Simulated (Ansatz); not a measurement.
AlClH2 (SMILES [AlH2][Cl]) moved off its minimum; all values from Ansatz (a first-principles code), cores frozen in correlated methods.
(charge 0, multiplicity 1)
```xyz
4

Al    -0.0782    -0.3642    -0.9870
H     -1.4457    -0.3460    -1.7683
H      1.5013    -0.5975    -1.7213
Cl     0.1885     0.4823     1.1967
```

Forces at B3LYP/def2-TZVPP (eV/Å):

```json
[
 {"atom": "Al1", "Fx": "2.141", "Fy": "0.987", "Fz": "1.070"},
 {"atom": "H2", "Fx": "0.033", "Fy": "-0.125", "Fz": "0.282"},
 {"atom": "H3", "Fx": "-1.718", "Fy": "0.057", "Fz": "0.751"},
 {"atom": "Cl4", "Fx": "-0.456", "Fy": "-0.919", "Fz": "-2.103"}
]
```

Task: Give the forces (eV/Å), the total energy and the dipole at CCSD(T)/aug-cc-pV(T+d)Z.

Result: 
```csv
atom,Fx,Fy,Fz
Al1,2.151,1.036,1.159
H2,0.016,-0.132,0.275
H3,-1.703,0.051,0.751
Cl4,-0.463,-0.955,-2.185
```
Energy -702.9729 hartree, dipole 2.61 D.
